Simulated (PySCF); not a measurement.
## J couplings in N-Formylmorpholine

Geometry (Å), atoms numbered from 1 in this order:
```xyz
17

O     2.695   -1.159    0.312
C     2.110   -0.117    0.145
N     0.861    0.003   -0.333
C     0.049   -1.164   -0.612
C    -1.181   -1.144    0.301
O    -1.899    0.064    0.160
C    -1.098    1.174    0.484
C     0.138    1.247   -0.425
H     2.566    0.868    0.360
H    -0.269   -1.139   -1.660
H     0.658   -2.050   -0.429
H    -0.861   -1.268    1.346
H    -1.875   -1.943    0.037
H    -0.771    1.110    1.534
H    -1.727    2.056    0.354
H     0.784    2.074   -0.125
H    -0.186    1.398   -1.462
```

Method: B3LYP/pcJ-1 (spin–dipole term only in couplings to heteroatoms)//GFN2-xTB, PySCF 2.14; isolated molecule, single conformer, non-relativistic. Couplings are averaged over pairs made equivalent by symmetry, fast rotation or ring inversion, so a value needn't be that of the named pair in this geometry, while other rotamers aren't included; one pair stands for each set, and the list holds a selection of those of at least 0.8 Hz over up to four bonds, among pairs with at least one C or N or H atom (others weren't computed).

Isotopes: 13C, 1H, 17O, 15N. Couplings to quadrupolar nuclei such as 17O and 33S are rarely resolved in practice.

| pair | bonds | J (Hz) |
| --- | --- | --- |
| O1, C2 | 1 | 27.3 |
| C2, N3 | 1 | -16.8 |
| C2, H9 | 1 | ? |
| N3, C4 | 1 | ? |
| N3, C8 | 1 | -12.3 |
| C4, C5 | 1 | 36.5 |
| C4, H10 | 1 | 146.1 |
| C5, O6 | 1 | ? |
| C5, H12 | 1 | 149.4 |
| O6, C7 | 1 | ? |
| C7, C8 | 1 | 36.6 |
| C7, H14 | 1 | 148.4 |
| C8, H16 | 1 | ? |
| C2, C8 | 2 | 4.0 |
| C4, O6 | 2 | ? |
| O6, H12 | 2 | -8.2 |
| H14, H15 | 2 | ? |
| H16, H17 | 2 | -13.3 |
| O1, C4 | 3 | -1.1 |
| O1, C8 | 3 | 0.9 |
| C2, H10 | 3 | 3.0 |
| C2, H16 | 3 | 5.1 |
| N3, H12 | 3 | -2.3 |
| C4, H9 | 3 | ? |
| H10, H12 | 3 | 6.6 |
| H14, H16 | 3 | 3.0 |

Estimate the withheld couplings, with signs.

## Answers


- 1J(C2,H9) = 192.6 Hz (bond length 1.107 Å, sp2 carbon)
- 1J(N3,C4) = -11.3 Hz (bond length 1.449 Å)
- 1J(C5,O6) = 23.6 Hz (bond length 1.412 Å)
- 1J(O6,C7) = 24.1 Hz (bond length 1.407 Å)
- 1J(C8,H16) = 142.9 Hz (mean over equivalent pairs that range from 139.1 to 146.7 Hz in this conformer)
- 2J(C4,O6) = -1.2 Hz (angle at C5 111°)
- 2J(H14,H15) = -11.5 Hz (angle at C7 109°)
- 3J(C4,H9) = 4.0 Hz (dihedral angle 177°)
